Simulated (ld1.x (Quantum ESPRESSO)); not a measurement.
The numbers below are computed, except where a source is named.
Hardness and transferability of assorted potentials

Generated with ld1.x 7.5 (TM, RRKJ, ultrasoft, PAW), atompaw 4.2 or ONCVPSP 4.0.1. The cutoff is in Ry: for ld1.x and atompaw files where the sum of valence levels is converged to 10 mRy in a Bessel basis, for ONCV files where the hardest occupied wave has 1 mHa per electron of residual kinetic energy. The error is the largest all-electron minus pseudo excitation energy over each file’s own four to seven test configurations (ionisations up to +4, promotions, holes and added fractions of an electron), all of which were solved. The labels leave out finer settings (local radius, basis sizes, second energies), which also bear on the numbers. Spin-polarised tests are not counted. The rows are a selection from randomly drawn settings: files with unsolved tests, undetermined cutoffs or missed reference levels are left out.

A true bound ghost makes a file unfit for plane-wave use even where its test errors are small: the radial tests pick states by their node count and pass the ghost by.

| element | potential | cutoff (Ry) | largest error (meV) | bound ghosts |
| --- | --- | --- | --- | --- |
| S | TM, LDA (PZ), scalar-relativistic, rc 1.15/1.45 (sp), local s, core correction yes, reference 3s2 3p4 | 55 | +249 | none |
| Ge | RRKJ, PW91, scalar-relativistic, rc 1.25/2.30/2.40 (spd), local s, core correction yes, reference 4s2 4p2 | 50 | -234 | p |
| Br | TM semilocal, PBE, scalar-relativistic, rc 1.05/1.70/1.45 (spd), local p, core correction yes, reference 4s2 4p5 | 110 | -16 | none |
| Ba | PAW, PW91, scalar-relativistic, rc 2.85/2.80/3.20 (spd), local smoothed, core correction yes, reference 5s2 5p6 5d0 6s1 6p0 | 10 | +1.7 | none |

Task: Fill in the row for Au: TM, PBEsol, scalar-relativistic, rc 2.05/3.60/1.50 (spd), local s, core correction no, reference 5d10 6s1 6p0.

Result: cutoff 45 Ry, largest error -253 meV, bound ghosts: none.
